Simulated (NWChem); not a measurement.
MgNH₂F; SMILES [F][Mg][NH2]

```xyz
5

Mg     0.0000     0.0000    -0.0826
F      0.0000     0.0000    -1.8263
N      0.0000     0.0000     1.8037
H      0.0000    -0.8193     2.4010
H      0.0000     0.8193     2.4010
```
Atoms are numbered in this order, from 1.

Results from NWChem. Pople sets run with spherical d functions. Geometry: optimised at B3LYP/6-31G* (spherical d). Vertical excitations in the gas phase; the lowest state need not have the same character in each row.

```json
[
 {"level": "PBE/6-31+G*, TDA", "lowest excitation, singlet (eV)": "(withheld)", "oscillator strength of that lowest state": "(withheld)", "lowest triplet (eV)": "(withheld)", "orbital gap (eV)": "(withheld)"},
 {"level": "B3LYP/6-31+G*, TDA", "lowest excitation, singlet (eV)": "3.71", "oscillator strength of that lowest state": "0.056", "lowest triplet (eV)": "3.36", "orbital gap (eV)": "4.72"},
 {"level": "PBE0/6-31+G*, TDA", "lowest excitation, singlet (eV)": "3.93", "oscillator strength of that lowest state": "0.061", "lowest triplet (eV)": "3.56", "orbital gap (eV)": "5.25"},
 {"level": "BHandHLYP/6-31+G*, TDA", "lowest excitation, singlet (eV)": "4.28", "oscillator strength of that lowest state": "0.066", "lowest triplet (eV)": "3.87", "orbital gap (eV)": "6.98"}
]
```

**Question.** Fill in the missing entries.

**Answer.** 
- PBE/6-31+G*, TDA, lowest excitation, singlet (eV): 3.34
- PBE/6-31+G*, TDA, oscillator strength of that lowest state: 0.051
- PBE/6-31+G*, TDA, lowest triplet (eV): 3.02
- PBE/6-31+G*, TDA, orbital gap (eV): 3.22
